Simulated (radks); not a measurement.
Species: Al2+. Configuration: [Ne] 3s1 (the NIST ground configuration). All-electron calculation, non-relativistic Kohn-Sham, RPBE, spin-polarised, spherical densities, point nucleus; open shells are filled with parallel spins first. Program: a radial shooting solver on a logarithmic mesh with Libxc functionals.

Normalised radial functions P(r) = r R(r), r in bohr:

```
   r/bohr * 2p up, o 3s up (the largest magnitude, 1.23, reaches the edge; | marks zero, & curves that meet)
   0.0148                             * o
  0.02139                             |* o
   0.0309                             |* o
  0.04429                             | * o
  0.06399                             |   &
  0.09246                             |  o   *
   0.1336                             | o         *
    0.193                           o |                 *
   0.2766                        o    |                       *
   0.3997                     o       |                          *
   0.5775                       o     |                        *
   0.8344                             |o                *
    1.206                             |         &
    1.728                             |  *            o
    2.497                             |*            o
    3.607                             *      o
    5.212                             * o
    7.531                             &
```

2p up: eigenvalue -90.272 eV, 0 radial nodes, <r> = 0.602 bohr, 90 % of the charge inside 1.02 bohr. 3s up: eigenvalue -24.372 eV, 2 radial nodes at r = 0.162, 0.794 bohr, <r> = 2.20 bohr, 90 % of the charge inside 3.28 bohr.
